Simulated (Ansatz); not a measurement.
System: sum formula SiN$_{3}$H$_{6}$, net charge 0, doublet state. It need not be the lowest isomer of its formula. 
Structure (B3LYP-D3(BJ)/def2-TZVP (Ansatz, a first-principles code) minimum search):
SMILES: [NH][SiH](N)N
```xyz
10

N     -1.2336     1.1137    -0.5133
Si     0.0195     0.1760     0.2815
N      1.3689     0.0572    -0.7683
N     -0.3944    -1.4291     0.6948
H     -0.9120     1.9685    -0.9743
H      0.1932     0.8802     1.5825
H      2.1083    -0.6027    -0.5879
H      1.6721     0.8176    -1.3530
H     -0.9359    -1.6109     1.5249
H     -0.5847    -2.1093    -0.0250
```
Charge 0, spin multiplicity 2.

Wanted: atomisation energy (electronic, to ground-state atoms); the coupled-cluster value holds the core correlation from cc-pwCVTZ, in kJ/mol. Correlated levels leave the core frozen unless marked. UHF or UKS for open shells. Spin-orbit coupling is left out. No relativistic terms. CBS marks a two-point X^-3 extrapolation of the correlation energy; Hartree-Fock from the larger set.

Level to compare with: CCSD(T)/CBS(aug-cc-pV(T+d)Z,aug-cc-pV(Q+d)Z) plus the core term (Ansatz), 3347.8 kJ/mol. It is a level with limits of its own, and the differences hold the functionals' basis error too.

Q: Rank these functionals by how close they come to CCSD(T)/CBS(aug-cc-pV(T+d)Z,aug-cc-pV(Q+d)Z), closest first: wB97M-V/def2-TZVPD (Ansatz); HSE06/def2-TZVPD (Ansatz); BHLYP/def2-TZVPD (Ansatz).

A: wB97M-V/def2-TZVPD (range-separated hybrid meta-GGA with VV10, 3356.4 kJ/mol, difference 8.6), HSE06/def2-TZVPD (screened hybrid, 3308.5 kJ/mol, difference -39.3), BHLYP/def2-TZVPD (global hybrid, 3230.2 kJ/mol, difference -117.6)
